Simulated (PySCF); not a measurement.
Compound: C₆H₁₂OSi₂.
Bonds: C1–C2 (triple), C2–Si3, Si3–O4, O4–Si5, Si5–C6, C6–C7, C7–C8, C8–C9, C6–C9. Hydrogens: H10 on C1; H11, H12 on Si3; H13, H14 on Si5; H15 on C6; H16, H17 on C7; H18, H19 on C8; H20, H21 on C9.

Lines to be assigned: C 1s: 289.92 (area 1), 290.32 (area 1), 290.44 (area 1), 290.48 (area 2), 290.62 (area 1) eV; O 1s: 537.56 eV; Si 1s: 1846.83 (area 1), 1847.60 (area 1) eV; Si 2p3/2: 106.91 (area 1), 107.59 (area 1) eV.

Computed with delta-SCF UKS SCAN, pcX-2 on the ionised atom, pcseg-1 elsewhere, spin-free X2C in PySCF 2.14.0. Geometry: PBE0-D3(BJ)/def2-SVP, one conformer, isolated molecule.

Problem. Which silicon gives which Si 1s line?

Solution. 1846.83 eV: Si5 (oxygen-bound silicon); 1847.60 eV: Si3 (oxygen-bound silicon). Lowest listed Si 1s: Si5, bonded to O, C and 2 H. Highest, 0.77 eV above it: Si3, bonded to O, C and 2 H. Summing the Pauling electronegativity differences to the bonded atoms, each weighted by its formal bond order, gives +2.79 for the lowest site and +2.79 for the highest; the sum is the same at every site.

Problem. Assign the Si 2p3/2 lines to atoms.

Solution. 106.91 eV: Si5 (oxygen-bound silicon); 107.59 eV: Si3 (oxygen-bound silicon). The listed Si 2p3/2 values span 0.68 eV, from Si5 (bonded to O, C and 2 H) to Si3 (bonded to O, C and 2 H). Summing the Pauling electronegativity differences to the bonded atoms, each weighted by its formal bond order, gives +2.79 for the lowest site and +2.79 for the highest; the sum is the same at every site.

Bonded neighbours of each site: C1: C (triple bond) and H; C2: C (triple bond) and Si; Si3: O, C and 2 H; O4: 2 Si; Si5: O, C and 2 H; C6: 2 C, H and Si; C7/C9: 2 C and 2 H; C8: 2 C and 2 H.

Problem. Give the binding energy of C 1s of C7/C9 in hartree and in kJ/mol.

Solution. 290.48 eV = 10.6749 Eh = 28027 kJ/mol.

Topologically equivalent atoms share the value of their first member; where this conformer doesn't relate them by symmetry, their own values could differ. The unrestricted hole states depart most from a pure doublet (⟨S²⟩ = 0.75; over 0.85 named) for C 1s of C1 (0.86) and C 1s of C2 (0.86), which makes these values less certain. The 2p values add to the ΔSCF energy of one spin-free hole a correction within the shell (spin–orbit coupling, ligand field). 2p1/2 minus 2p3/2 (ligand field included): Si 0.63 eV.

The values belong to the conformer `[CH:1]#[C:2][SiH2:3][O:4][SiH2:5][CH:6]1[CH2:7][CH2:8][CH2:9]1`: C2–Si3–O4–Si5 38°, Si3–O4–Si5–C6 53°, O4–Si5–C6–C7 -170°.
